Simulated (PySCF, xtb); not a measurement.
C5H5F, SMILES C#C[C@H](F)C=C. Other conformers were not sampled.

Harmonic wavenumbers (cm⁻¹) from GFN2-xTB (xtb) at its own minimum, in rising order: 66, 151, 213, 257, 396, 491, 559, 628, 682, 686, 878, 909, 975, 1015, 1029, 1095, 1208, 1258, 1272, 1402, 1713, 2283, 2838, 3071, 3111, 3139, 3394.

Task: What does PBE0-D3(BJ)/def2-SVP in PySCF 2.14.0 give at its own minimum? (An estimate is asked for; the answer gives what the named calculation found.)

Result: 94, 172, 255, 283, 454, 538, 602, 693, 695, 746, 913, 963, 1010, 1019, 1044, 1172, 1286, 1312, 1349, 1413, 1748, 2251, 3033, 3177, 3201, 3285, 3488. Paired by order, the mean absolute difference is 57 cm⁻¹ and the zero-point energies are 49.6 and 51.7 kcal/mol.
